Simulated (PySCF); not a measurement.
Identify the unknown among the candidates.

All candidates are C4H9ClO3Si.

| technique | computed result |
| --- | --- |
| 13C NMR | chemical shifts (computed TMS as zero) by class: 66.1 (2 C), 54.8 (1 C), 28.8 (1 C) ppm [GIAO PBE0/pcSseg-1] |
| Rotational structure | rotational constants A, B, C: 1.884, 0.840, 0.704 GHz [GFN2-xTB] |
| 1H NMR | chemical shifts (computed TMS as zero) by class: 4.22 (2 H), 4.17 (3 H), 4.03 (2 H), 2.95 (2 H) ppm [GIAO PBE0/pcSseg-1] |
| NMR, other nuclei | isotropic shieldings of nuclei other than C and H, by class: 290 (2 O), 299 (1 O), 385 (1 Si), 959 (1 Cl) ppm [GIAO PBE0/pcSseg-1] |
| Dipole | 1.78 D [PBE0/pcSseg-1] |

Gas-phase values; electronic properties from PySCF, density fitting. Levels stand in brackets. Isolated species at its GFN2-xTB geometry (one conformer only). GFN2-xTB frequencies show an imaginary mode (52i cm⁻¹), so this geometry is no minimum at that level. Each NMR value is the plain mean over a class of atoms that symmetry, rotation or inversion makes alike.

Question: Which candidate is it?
A. `CO[C@@H]1[C@@H](Cl)[C@H]1O[SiH2]O`
B. `CO[Si@@H](Cl)OCC(C)=O`
C. `CO[Si]1(CCl)OCCO1`

Answer: C. It is `CO[Si]1(CCl)OCCO1`. Numbering: `[CH3:1][O:2][Si:3]1([CH2:4][Cl:5])[O:6][CH2:7][CH2:8][O:9]1`. Its formula, C4H9ClO3Si, gives 1 degree of unsaturation: 1 ring and 0 π bonds in the structure found. 4 carbons fall into 3 classes; from least to most shielded: ring sp3 carbon bound to oxygen [C7/C8] (66.1 ppm, 2 C), methoxy carbon [C1] (54.8 ppm), sp3 C–Cl carbon [C4] (28.8 ppm). Hydrogen classes from least to most shielded: 2 H on 2 like atoms (sp3 carbon bound to oxygen), C7/C8 (4.22 ppm), 3 H on a methoxy carbon, C1 (4.17 ppm, a mean of values up to 0.8 ppm apart in this geometry), 2 H on 2 like atoms (sp3 carbon bound to oxygen), C7/C8 (4.03 ppm), 2 H on an sp3 C–Cl carbon, C4 (2.95 ppm). The other shieldings belong to: 290 ppm, silyl ether oxygen [O6/O9]; 299 ppm, silyl ether oxygen [O2]; 385 ppm, oxygen-bound silicon [Si3]; 959 ppm, alkyl chlorine [Cl5]. The optimised geometry has point group C1 and is an asymmetric top.

The others, at the same levels:
- `CO[C@@H]1[C@@H](Cl)[C@H]1O[SiH2]O` fails: it has 4 carbon classes against 3; its computed 13C shifts are 71.3 (1 C), 59.8 (1 C), 59.1 (1 C), 44.0 (1 C) ppm, 1H shifts are 4.75 (1 H), 4.69 (1 H), 3.69 (1 H), 3.55 (3 H), 3.13 (1 H), 3.05 (1 H), 2.81 (1 H) ppm and rotational constant A is 1.757 GHz (against 1.884 GHz).
- `CO[Si@@H](Cl)OCC(C)=O` fails: it has 4 carbon classes against 3; its computed 13C shifts are 211.9 (1 C), 72.2 (1 C), 53.0 (1 C), 26.8 (1 C) ppm, 1H shifts are 4.82 (1 H), 4.69 (1 H), 4.43 (1 H), 4.31 (3 H), 2.10 (3 H) ppm and rotational constant A is 1.500 GHz (against 1.884 GHz).

Each candidate is one conformer, not necessarily the lowest. The conformers computed, where there is a choice (atom-mapped SMILES and torsion angles):
- `[CH3:1][O:2][C@@H:3]1[C@@H:4]([Cl:5])[C@H:6]1[O:7][SiH2:8][OH:9]`: C1–O2–C3–C4 154°, C4–C6–O7–Si8 -82°, C6–O7–Si8–O9 51°, H–O9–Si8–O7 39°
- `[CH3:1][O:2][Si@@H:3]([Cl:4])[O:5][CH2:6][C:7]([CH3:8])=[O:9]`: C1–O2–Si3–Cl4 -177°, O2–Si3–O5–C6 -68°, Si3–O5–C6–C7 75°, O5–C6–C7–C8 -171°

The conformers of `CO[Si]1(CCl)OCCO1` aren't listed.
